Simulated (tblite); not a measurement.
Species: C8H6N (doublet state).
Structure used (GFN2-xTB), in Å, numbered top down from 1:
```
atom  x, y, z in Å
C1    -0.8967    2.5562   -2.6365
C2    -0.5830    1.6562   -1.7009
C3    -0.2938    0.8263   -0.8354
C4     0.0370   -0.1142    0.1272
C5    -0.3993    0.0121    1.4612
C6    -0.0338   -0.9602    2.3685
N7     0.7099   -2.0152    2.0634
C8     1.1241   -2.1382    0.8093
C9     0.8265   -1.2373   -0.1913
H10   -1.5022    3.4137   -2.3995
H11   -0.5524    2.4439   -3.6500
H12   -1.0050    0.8558    1.7543
H13   -0.3494   -0.8996    3.4026
H14    1.7280   -3.0132    0.6045
H15    1.1856   -1.3782   -1.1992
```

Structure optimised with GFN2-xTB, isolated species. This method treats the open shell by occupation alone, without spin polarisation.

Masses are those of the commonest isotopes; rigid-rotor values at the optimised geometry. 

(1) What are A, B and C (MHz)?

(2) What kind of rotor is it?

(3) Is it planar, by Δ = Ic − Ia − Ib?

(4) List the rotational levels J(Ka,Kc) to J = 4 (K).

Answers

(1) Ia = 85.14, Ib = 577.51, Ic = 662.65 u·Å²; 505379 MHz·u·Å²/I gives A = 5936, B = 875.1, C = 762.7 MHz.

(2) A near-prolate asymmetric top: κ = (2 × 875.1 − 5936 − 762.7)/(5936 − 762.7) = -0.96.

(3) Planar: Δ = Ic − Ia − Ib = 0.00 u·Å². For a rigid frame Δ = −2 Σ m c², so it vanishes when all atoms lie in the ab plane; here none is more than 0.01 Å from it.

(4) Above 0(0,0), as E/k:
J = 1: 1(0,1) 0.079, 1(1,1) 0.321, 1(1,0) 0.327
J = 2: 2(0,2) 0.236, 2(1,2) 0.473, 2(1,1) 0.489, 2(2,1) 1.218, 2(2,0) 1.218
J = 3: 3(0,3) 0.471, 3(1,3) 0.701, 3(1,2) 0.733, 3(2,2) 1.454, 3(2,1) 1.454, 3(3,1) 2.682, 3(3,0) 2.682
J = 4: 4(0,4) 0.785, 4(1,4) 1.004, 4(1,3) 1.058, 4(2,3) 1.768, 4(2,2) 1.770, 4(3,2) 2.996, 4(3,1) 2.996, 4(4,1) 4.715, 4(4,0) 4.715
Those of J = 1 are B + C, A + C and A + B.

For this open shell read J as N, the rotation without spin; fine and hyperfine splittings come on top. Its GFN2-xTB frequencies are all real (lowest 82 cm⁻¹). These are rigid-rotor constants of the computed structure; measured ground-state constants (B0) also hold zero-point vibration.
